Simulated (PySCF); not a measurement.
SMILES CC(C)(CN)C, singlet (GFN2-xTB optimised geometry):

```
19

C     -0.655    -1.394    -1.241
C     -0.142    -0.664     0.000
C     -0.642    -1.370     1.262
C      1.389    -0.664     0.000
C     -0.682     0.778     0.000
N     -0.294     1.503    -1.200
H     -0.396    -0.829    -2.132
H     -0.216    -2.387    -1.309
H     -1.737    -1.495    -1.202
H     -0.267    -0.875     2.156
H     -0.304    -2.404     1.275
H     -1.730    -1.365     1.300
H      1.763    -1.680     0.112
H      1.775    -0.066     0.824
H      1.775    -0.265    -0.935
H     -1.775     0.740     0.014
H     -0.354     1.278     0.929
H     -0.759     2.404    -1.228
H      0.706     1.676    -1.197
```

Computed with PBE0/def2-SVP run with PySCF.

**Question.** What are the frontier orbital energies and the dipole moment?

**Answer.** HOMO-2 -8.91 eV, HOMO-1 -8.83 eV, HOMO -6.56 eV, LUMO 1.60 eV, LUMO+1 2.43 eV; dipole moment 1.30 D.

Meta-Löwdin charges at PBE0/def2-SVP: C1 -0.30, C2 0.07, C3 -0.30, C4 -0.31, C5 -0.07, N6 -0.48, H7 0.11, H8 0.09, H9 0.09, H10 0.09, H11 0.10, H12 0.09, H13 0.10, H14 0.09, H15 0.09, H16 0.09, H17 0.06, H18 0.20, H19 0.19.
